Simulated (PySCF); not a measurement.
Species: n,2,2-trimethylpropan-1-amine, C6H15N.
Z-matrix (Å and degrees, PBE0-D3(BJ)/def2-SVP geometry), rows numbered from 1:
```
C 
N   1  1.4402
C   2  1.4421  1  114.11
C   3  1.5370  2  113.47  1   174.34
C   4  1.5289  3  108.09  2   179.89
C   4  1.5291  3  109.70  2   -60.23
C   4  1.5315  3  110.22  2    60.70
H   1  1.1127  2  114.63  3    57.39
H   1  1.1023  2  109.79  3   -62.91
H   1  1.1005  2  110.21  3   179.29
H   2  1.0165  1  109.96  3  -123.87
H   3  1.1159  2  112.80  1   -61.74
H   3  1.1050  2  107.78  1    54.50
H   5  1.1019  4  111.29  3   -60.71
H   5  1.1017  4  111.14  3    59.50
H   5  1.1013  4  110.94  3   179.30
H   6  1.1017  4  110.81  3   -62.82
H   6  1.0992  4  110.43  3    56.35
H   6  1.1016  4  111.07  3   177.33
H   7  1.1012  4  110.69  3   174.99
H   7  1.1024  4  111.33  3    55.32
H   7  1.1015  4  111.74  3   -65.99
```

Level: PBE0/def2-SVPD in PySCF, non-relativistic, on one gas-phase PBE0-D3(BJ)/def2-SVP geometry that isn't relaxed in the solvent. The solvent is an IEF-PCM continuum (van der Waals radii × 1.2), and excitations are vertical TDDFT with non-equilibrium linear response and a frozen core. The model holds no explicit solvent molecules, cavitation or dispersion.

Gas-phase singlets (H = HOMO, L = LUMO):

```json
{"state": "S1", "E (eV)": "5.821", "λ (nm)": "213", "f": "0.005", "leading configurations": "H→L 87%, H→L+1 10%"}
{"state": "S2", "E (eV)": "6.514", "λ (nm)": "190", "f": "0.007", "leading configurations": "H→L+1 75%, H→L 10%, H→L+2 10%"}
{"state": "S3", "E (eV)": "6.619", "λ (nm)": "187", "f": "0.021", "leading configurations": "H→L+2 84%, H→L+1 12%"}
{"state": "S4", "E (eV)": "7.090", "λ (nm)": "175", "f": "0.044", "leading configurations": "H→L+3 92%"}
{"state": "S5", "E (eV)": "7.374", "λ (nm)": "168", "f": "0.006", "leading configurations": "H→L+4 86%"}
```

Q: What are the lowest 5 singlets in chloroform (ε = 4.711)?

A: 
```
state  E (eV)  λ (nm)      f  leading configurations  change by rank (eV)
   S1   5.930     209  0.006      H→L 87%, H→L+1 11%               +0.109
   S2   6.610     188  0.010      H→L+1 83%, H→L 11%               +0.096
   S3   6.734     184  0.030               H→L+2 90%               +0.115
   S4   7.100     175  0.063               H→L+3 92%               +0.010
   S5   7.445     167  0.005               H→L+4 86%               +0.071
```

Q: How does the list change in dichloromethane (ε = 8.93)?

A: 
| state | E (eV) | λ (nm) | f | leading configurations | change by rank (eV) |
| --- | --- | --- | --- | --- | --- |
| S1 | 5.960 | 208 | 0.005 | H→L 87%, H→L+1 11% | +0.139 |
| S2 | 6.637 | 187 | 0.010 | H→L+1 84%, H→L 10% | +0.123 |
| S3 | 6.767 | 183 | 0.031 | H→L+2 90% | +0.148 |
| S4 | 7.110 | 174 | 0.063 | H→L+3 92% | +0.020 |
| S5 | 7.465 | 166 | 0.004 | H→L+4 86% | +0.091 |

Q: The ground-state energy changes by -0.099 eV from gas to dichloromethane. By how much does the total energy of gas-phase S1 change?

A: E(S1) = E(S0) + excitation energy, so it changes by -0.099 + 0.139 = +0.040 eV: it isn't lowered at all, while the ground state is. This is the vertical state, with the slow part of the continuum still set for S0.

Q: How do the frontier levels move from gas to dichloromethane?

A: 
| orbital | gas (eV) | solvent (eV) | change (eV) |
| --- | --- | --- | --- |
| LUMO+2 | 1.41 | 1.59 | +0.18 |
| LUMO+1 | 1.19 | 1.33 | +0.14 |
| LUMO | 0.63 | 0.78 | +0.15 |
| HOMO | -6.36 | -6.34 | +0.02 |
| HOMO-1 | -8.89 | -8.78 | +0.11 |
| HOMO-2 | -9.03 | -8.92 | +0.11 |
| HOMO-3 | -9.09 | -9.00 | +0.09 |

The HOMO–LUMO gap goes from 6.99 to 7.12 eV.
